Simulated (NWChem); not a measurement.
# FNa

```xyz
2

Na     0.0000     0.0000    -0.8497
F      0.0000     0.0000     1.0385
```
Charge 0, spin multiplicity 1.

Everything below was run with NWChem. The geometry was optimised at PBE0/def2-SVP, a minimum by its harmonic frequencies.

Symmetry labels belong to the abelian group C2v used in the runs, with the axes of the coordinates shown; states degenerate in a higher group split over its labels.

The structure started from a generated list of species.

**Question.** List the lowest 6 singlet excitations that TD-CAM-B3LYP/def2-SVPD gives, with oscillator strengths.

**Answer.** 
```csv
state,symmetry,energy (eV),wavelength (nm),f
1,b1,4.62,268,0.014
2,b2,4.62,268,0.014
3,a1,5.00,248,0.049
4,a1,6.58,189,0.000
5,a2,6.58,189,0.000
6,a2,6.59,188,0.000
```
